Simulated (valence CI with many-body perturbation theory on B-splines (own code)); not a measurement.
**Pt72+: calculated level list**

Level of theory: relativistic CI+MBPT: four valence electrons over a frozen Dirac-Fock core [He], radial functions for each j: 11 s, 11 p, 10 d, 8 f, 5 g, 2 h, with the one-electron correlation potential Σ1, the two-electron term Σ2, the three-electron term Σ3, Breit, model QED; selected CI, second order for the rest, scaled by the run's own slope (own B-spline code, finite nucleus).

The last digits are not significant, and no measured levels were compared; by estimate large intervals hold to a few tenths of a per cent, small ones and those within an open d or f shell to about a per cent. Among the levels kept, up to 1400 cm⁻¹ of a level comes from second order outside the variational space, and about a tenth of that is noise between levels of different J, which matters for small intervals.

Levels 181 to 218 of 218, with energies above the lowest level, (2s^2 2p1/2^2) J=0. "Leading %" is the weight of the configuration and term that name the level; weights of strongly mixed levels are sums over their largest components and can fall short. In the jj column 3d3/2^4 stands for four electrons in 3d with j = 3/2. Lifetimes count E1, E2, E3, M1 and M2 decay at the calculated energies, and are blank where another channel may lead or the interval is too uncertain; long ones can be off by a factor of two.

```tsv
No.	Configuration	Term	J	E (eV)	Leading %	g	Lifetime	Second component	Leading jj
181	2s2p²4d	³D	1	16476	48	0.484	3.50 fs	34 % 2s2p²4d ⁵F	2s 2p1/2^2 4d3/2 (100 %)
182	2s2p²4d	³D	2	16478	30	1.104	3.32 fs	15 % 2s2p²4d ⁵F	2s 2p1/2^2 4d3/2 (99 %)
183	2s2p²3d	⁵D	2	16488	24	1.370	537 as	24 % 2s2p²3d ⁵P	2s 2p3/2^2 3d3/2 (99 %)
184	2s2p²3d	⁵D	3	16490	26	1.260	521 as	18 % 2s2p²3d ³F	2s 2p3/2^2 3d3/2 (98 %)
185	2s2p²3d	⁵P	1	16492	44	1.840	460 as	19 % 2s2p²3d ³P	2s 2p3/2^2 3d3/2 (99 %)
186	2s2p²3d	³F	4	16492	40	1.188	527 as	24 % 2s2p²3d ⁵F	2s 2p3/2^2 3d3/2 (99 %)
187	2s2p²3p	³P°	0	16500	60		25.8 fs	38 % 2s2p²3p ¹S°	2s 2p3/2^2 3p3/2 (100 %)
188	2s2p²3p	³D°	3	16505	61	1.236	2.07 fs	17 % 2s2p²3p ³F°	2s 2p3/2^2 3p3/2 (100 %)
189	2s2p²3p	³P°	2	16508	70	1.401	10.5 fs	7 % 2s2p²3p ⁵D°	2s 2p3/2^2 3p3/2 (100 %)
190	2s2p²3p	¹P°	1	16517	49	1.161	1.43 fs	21 % 2s2p²3p ³P°	2s 2p3/2^2 3p3/2 (99 %)
191	2s2p²3p	³P°	2	16521	45	1.351	15.7 fs	22 % 2s2p²3p ¹D°	2s 2p3/2^2 3p3/2 (100 %)
192	2s2p²4d	³D	3	16538	39	1.328	1.19 fs	16 % 2s2p²4d ⁵D	2s 2p1/2^2 4d5/2 (100 %)
193	2s2p²4d	³F	2	16545	26	1.045	1.19 fs	21 % 2s2p²4d ¹D	2s 2p1/2^2 4d5/2 (99 %)
194	2s2p²4f	³F°	3	16554	29	1.043	2.41 fs	14 % 2s2p²4f ³G°	2s 2p1/2^2 4f5/2 (100 %)
195	2s2p²4f	³F°	2	16555	46	0.654	2.41 fs	31 % 2s2p²4f ⁵G°	2s 2p1/2^2 4f5/2 (100 %)
196	2s2p²3p	¹P°	1	16556	34	1.185	4.14 fs	24 % 2s2p²3p ³S°	2s 2p3/2^2 3p3/2 (100 %)
197	2s2p²4f	³F°	4	16582	40	1.243	2.46 fs	17 % 2s2p²4f ⁵D°	2s 2p1/2^2 4f7/2 (100 %)
198	2s2p²4f	³F°	3	16583	26	1.023	2.48 fs	23 % 2s2p²4f ³G°	2s 2p1/2^2 4f7/2 (100 %)
199	2s2p²3d	³D	1	16595	50	0.737	517 as	18 % 2s2p²3d ³P	2s 2p3/2^2 3d3/2 (94 %)
200	2s2p²3d	³P	0	16600	85		691 as	15 % 2s2p²3d ⁵D	2s 2p3/2^2 3d3/2 (66 %)
201	2s2p²3d	⁵F	5	16601	64	1.298	231 fs	36 % 2s2p²3d ³G	2s 2p3/2^2 3d5/2 (100 %)
202	2s2p²3d	³F	3	16605	34	0.985	546 as	27 % 2s2p²3d ³G	2s 2p3/2^2 3d3/2 (94 %)
203	2s2p²3d	³D	2	16605	34	1.026	527 as	19 % 2s2p²3d ³F	2s 2p3/2^2 3d3/2 (97 %)
204	2s2p²3d	³F	4	16606	51	1.293	86.3 fs	34 % 2s2p²3d ⁵D	2s 2p3/2^2 3d5/2 (99 %)
205	2s2p²3d	³D	2	16613	41	1.069	502 as	12 % 2s2p²3d ³F	2s 2p3/2^2 3d3/2 (96 %)
206	2s2p²3d	³D	1	16618	68	0.772	496 as	12 % 2s2p²3d ³P	2s 2p3/2^2 3d3/2 (99 %)
207	2s2p²3d	³P	1	16645	40	1.347	620 as	22 % 2s2p²3d ¹P	2s 2p3/2^2 3d5/2 (94 %)
208	2s2p²3d	³D	3	16646	46	1.239	551 as	21 % 2s2p²3d ¹F	2s 2p3/2^2 3d5/2 (92 %)
209	2s2p²3d	³P	0	16648	65		472 as	35 % 2s2p²3d ¹S	2s 2p3/2^2 3d5/2 (65 %)
210	2s2p²3d	³D	2	16659	34	1.272	355 as	17 % 2s2p²3d ¹D	2s 2p3/2^2 3d5/2 (93 %)
211	2s2p²3d	³F	4	16727	59	1.173	14.8 fs	14 % 2s2p²3d ¹G	2s 2p3/2^2 3d5/2 (94 %)
212	2s2p²3d	³D	3	16732	69	1.258	22.4 fs	7 % 2s2p²3d ³F	2s 2p3/2^2 3d5/2 (96 %)
213	2s2p²3d	³D	3	16737	46	1.254	459 as	17 % 2s2p²3d ¹F	2s 2p3/2^2 3d5/2 (95 %)
214	2s2p²3d	¹D	2	16748	45	1.078	2.34 fs	27 % 2s2p²3d ³D	2s 2p3/2^2 3d5/2 (94 %)
215	2s2p²3d	¹P	1	16751	34	1.158	481 as	34 % 2s2p²3d ³P	2s 2p3/2^2 3d5/2 (93 %)
216	2p³3p	⁵P	3	16754	51	1.369	1.85 fs	23 % 2p³3p ³F	2p1/2 2p3/2^2 3p3/2 (94 %)
217	2p³3p	³P	2	16755	35	1.381	1.25 fs	26 % 2p³3p ³D	2p1/2 2p3/2^2 3p3/2 (89 %)
218	2p³3p	³P	0	16756	99		1.78 fs		2p1/2 2p3/2^2 3p3/2 (99 %)
```
